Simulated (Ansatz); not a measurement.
A search over several starts for the lowest SCF solution of the cluster Mg₄S₄⁻ at the given spin, in a small basis.

```yaml
crystal:
  periodic: [false, false, false]
  atoms:
    - {symbol: Mg, position_ang: [0.652814, 3.459910, -0.122470]}
    - {symbol: Mg, position_ang: [1.338030, 0.380880, -0.087438]}
    - {symbol: Mg, position_ang: [-0.397122, -2.699767, 0.092499]}
    - {symbol: Mg, position_ang: [-2.347363, -0.318853, 0.139923]}
    - {symbol: S, position_ang: [-0.963223, 1.473279, 0.007736]}
    - {symbol: S, position_ang: [2.692476, 2.293009, -0.204812]}
    - {symbol: S, position_ang: [1.743300, -1.992365, -0.050153]}
    - {symbol: S, position_ang: [-2.718912, -2.596084, 0.224714]}
basis:
  gaussian: {orbitals: def2-SVP, initial_orbitals: start.molden}
total_charge: -1
magnetization: {spin_polarized: true, initial_magnetization: 1}
hamiltonian: {xc: pbe, dispersion: d4}
output: {orbitals: {seedname: orbitals}}
```

The file start.molden holds the orbitals of an earlier run on this structure, at another level or in another basis.

```sh
$ ansatz run in.yaml --threads 4 --pin off --events-out ev --progress --plain --max-ram 4787MiB
```

Shortened log:

```
Functional definition: PBE
1536 factors; their error is unknown
mean field evaluation 1: about -65034.6164 eV, gradient 2.4e2 eV
mean field evaluation 2: about -65057.0783 eV, gradient 2.5e1 eV
mean field evaluation 4: about -65073.2225 eV, gradient 1.1e1 eV
mean field evaluation 8: about -65078.0161 eV, gradient 1.7e-1 eV
mean field evaluation 16: about -65077.8573 eV, gradient 6.5e0 eV
mean field evaluation 32: about -65078.0177 eV, gradient 1.1e-4 eV
mean field -65078.01773145 eV, -2391.5730401661 hartree, gradient 6.4e-5 eV, S^2 0.752187; 5 other end points of the search recorded, 0 dependent functions left out
reference -65078.01779313 eV, -2391.5730424327 hartree; 57, 56 occupied and 87, 88 virtual orbitals, 1536 factors
Total energy: -65078.41250713 eV, -2391.5875479048 hartree
```

Run time 11 s (4 threads of Arm Neoverse V2 on a shared host).

Another isomer (doublet) lies 0.60 eV lower at PBE0-D4/def2-TZVPD; other spin states weren't run for this one.
